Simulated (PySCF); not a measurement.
# Radial density of C⁻ (carbon, charge -1)

MN15, [He] 2s2 2p3, high-spin 4S determinant. Computed with PySCF 2.14 in dyall-av3z, with the spin-free X2C one-electron Hamiltonian (Gaussian nucleus).

```
r (bohr)  4πr²ρ (e/bohr)  4πr²(ρα − ρβ)
 0.00362         0.02276         0.0000
 0.00608         0.06165        -0.0001
  0.0102          0.1633        -0.0002
  0.0172          0.4171        -0.0005
  0.0289           1.002        -0.0012
  0.0487           2.176        -0.0020
  0.0819           4.030        -0.0014
   0.138           5.812         0.0097
   0.232           5.678         0.0641
   0.390           2.981         0.2785
   0.655           1.617         0.7471
    1.10           2.420         1.2174
    1.85           1.826         1.0167
    3.12          0.6076         0.4074
    5.25          0.1083         0.0994
    8.82         0.01466         0.0147
    14.8       0.0001111         0.0001
```

Densities and radii are taken from the X2C orbitals without a picture-change correction, which distorts them close to the nucleus.

At MN15 the highest occupied level has a positive energy, so only the finite basis holds that electron; in a semilocal or global hybrid functional this comes from self-interaction and does not mean that the real anion is unbound.

Question: Where is the radial spin density 4πr²(ρα − ρβ) most negative, and why is it negative at all?

Answer: Around r = 0.0487 bohr, down to -0.0020 e/bohr: exchange with the open shell polarises the paired shells in an unrestricted calculation.
